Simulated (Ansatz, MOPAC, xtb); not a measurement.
Torsion H5–O1–B2–I3 in BHI2O (SMILES OB(I)I); at each angle all else is relaxed with GFN2-xTB, and the levels are single points there.
Geometry at 0° (charge 0, multiplicity 1):
| atom | x (Å) | y (Å) | z (Å) |
|---|---|---|---|
| O | -0.7403 | -0.7782 | -0.2997 |
| B | 0.2225 | 0.1056 | -0.1574 |
| I | 0.2204 | 1.5686 | 1.3958 |
| I | 1.8007 | 0.0100 | -1.5621 |
| H | -1.5078 | -0.8370 | 0.2718 |

On the grid 0° to 330°, 120° is the highest and 0° the lowest point at MP2/CBS(def2-TZVPP, def2-QZVPP) + ΔCCSD(T)/def2-TZVPP.

Frozen-core correlation. Filled d and f shells under p-block atoms count as core. The state reached by PM3 isn't checked.

The values were computed with Ansatz (Gaussian basis) for Hartree–Fock, density functionals and correlated methods; MOPAC for PM3 (differences of heats of formation); xtb for the GFN methods. Values without a source in brackets are computed. In def2 rows elements past Kr take small-core potentials, without spin–orbit coupling.

Question: One of these levels gives 8.53 kcal/mol for the energy at 120° less that at 0°. Which?
A) PM3
B) MP2/def2-TZVPP
C) GFN2-xTB

Answer: B, MP2/def2-TZVPP. The others give 7.37 (PM3), 6.17 (GFN2-xTB)

Ansatz is a program for electronic structure.
